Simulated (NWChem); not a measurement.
Species: CH₇FSi₂; SMILES F[Si@H](C)[SiH3]

```xyz
11

C     -1.3537    -1.4991    -0.2863
Si     0.1023    -0.5345     0.3752
F      1.4660    -1.0939    -0.3371
Si    -0.0506     1.7614    -0.0947
H     -2.2837    -1.1772     0.2092
H     -1.2212    -2.5760    -0.0974
H     -1.4720    -1.3505    -1.3704
H      0.2526    -0.7623     1.8449
H     -1.2700     2.3236     0.5683
H     -0.1703     1.9840    -1.5693
H      1.1490     2.4966     0.4098
```
Atoms are numbered in this order, from 1.

STO-3G and 3-21G are far too small for this property and stand as cheap habits. All runs use the structure optimised with PBE0/def2-SVP.

Q: Give the principal values of the shielding tensors (ppm) of C1, Si2, F3, Si4 from Hartree-Fock/STO-3G, GIAO (NWChem), with their diamagnetic and paramagnetic parts as GIAO splits them.

A: 
| atom | σ11 | σ22 | σ33 | isotropic | diamagnetic | paramagnetic |
|---|---|---|---|---|---|---|
| C1 | 238.4 | 249.7 | 251.6 | 246.5 | 247.6 | -1.1 |
| Si2 | 523.2 | 566.3 | 630.5 | 573.4 | 867.9 | -294.6 |
| F3 | 427.1 | 676.1 | 700.4 | 601.2 | 456.9 | 144.3 |
| Si4 | 644.8 | 653.7 | 659.0 | 652.5 | 869.4 | -216.9 |
